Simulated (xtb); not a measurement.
xtb input:

```bash
xtb mol.xyz --gfn 2 --ohess tight --chrg 1 --uhf 0
```
mol.xyz:
```
19

C      2.46591753    -0.07164598    -0.30052707
C      1.20238006     0.72322331    -0.31644576
C     -0.03848258    -0.20892352    -0.14047978
C     -1.35639539     0.56008496    -0.20960984
C     -2.57234466    -0.34553614    -0.03564913
O      0.05685118    -0.79081320     1.15978269
H      2.53467038    -0.83923334    -1.07691757
H      2.69532160    -0.49575852     0.71982911
H      3.36180194     0.62855448    -0.54143601
H      1.07999418     1.21079707    -1.28543139
H      1.19362052     1.50468760     0.44601490
H     -0.01431263    -1.01953821    -0.83769736
H     -1.41678096     1.30614849     0.56766912
H     -1.40528189     1.07510147    -1.21382137
H     -2.54578363    -0.83666395     0.97112765
H     -3.51209468     0.19701208    -0.20517336
H     -2.52775593    -1.12137900    -0.82977053
H      0.07591161    -0.07419598     1.87227749
H      0.71975080    -1.50897362     1.29142383
```

Which total energy does the run end on?

-20.94351 Eh (GFN2-xTB).

It need not be the lowest isomer of its formula.
